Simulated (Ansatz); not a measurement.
The same bond dissociation along the group Si, Ge, Sn.

Calculated with Ansatz (gas phase, PBE0-D4/def2-TZVP geometries, no zero-point term in ΔE). CCSD(T)/CBS is the MP2 limit (def2-TZVPP, def2-QZVPP) plus CCSD(T) − MP2 in def2-TZVPP, frozen cores. This one scheme is used for every species, atoms too. Functionals use def2-TZVPP. No spin–orbit coupling; open shells (•) take unrestricted orbitals. Spin–orbit coupling would lower the free atoms: a little for F. Elements past krypton have def2 core potentials. For Br, Ge, Sn outer-core shells are correlated without core-valence functions, so the limit isn't a true one: a few kJ/mol of doubt a bond, and 10 to 20 or more in all where bonds break to atoms. Scalar relativity is left out up to krypton.

```csv
reaction,B2PLYP (eV),PBE0-D4 (eV),LDA (SPW92) (eV),CCSD(T)/CBS(def2) (eV)
`F[Si](F)(Cl)Br` → F• + `F[Si](Cl)Br`•,6.72,6.58,7.63,6.96
`[F][Ge]([F])([Cl])[Br]` → F• + `[F][Ge]([Cl])[Br]`•,5.29,5.19,6.17,5.55
`[F][Sn]([F])([Cl])[Br]` → F• + `[F][Sn]([Cl])[Br]`•,4.57,4.49,5.42,4.90
```

Largest T1 diagnostic: 0.015, for `[F][Sn]([Cl])[Br]`•.
